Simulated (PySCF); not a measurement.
**A small calculation by hand: dipole moment from atomic charges**

Se(Cl)(GeH3) (ClGeH3Se), SMILES Cl[Se][GeH3]. Atoms are numbered in the order given.

```xyz
6

Se     0.8323     0.6399     0.0000
Cl    -1.0543     1.8277     0.0000
Ge    -0.2798    -1.4733     0.0000
H     -1.1418    -1.5856     1.2679
H      0.8608    -2.5107     0.0000
H     -1.1418    -1.5856    -1.2679
```
Charge 0, spin multiplicity 1.

Geometry: B3LYP-D3(BJ)/def2-SVP. This is a generated structure with no PubChem entry under its InChIKey; it may be hypothetical.

Charges (e) from PySCF with HF/def2-TZVPD:

```csv
atom,ESP fit,IAO
Se1,-0.035,0.032
Cl2,-0.130,-0.273
Ge3,0.166,0.613
H4,-0.012,-0.122
H5,0.024,-0.128
H6,-0.012,-0.122
```

The dipole moment of the full density is 2.53 D.

Q: What dipole moment does each set of point charges give, and which comes closer to that of the density?

A: 
μ = Σ q r, and 1 e Å = 4.8032 D.
ESP fit: Σ q r = (0.110, -0.527, 0.000) e Å, |μ| = 2.58 D.
IAO: Σ q r = (0.311, -0.673, 0.000) e Å, |μ| = 3.56 D.
ESP fit comes closer in size. Point charges leave out the atoms' own dipoles (lone pairs, polarised bonds); fits to the potential absorb them, partitions of the density don't.
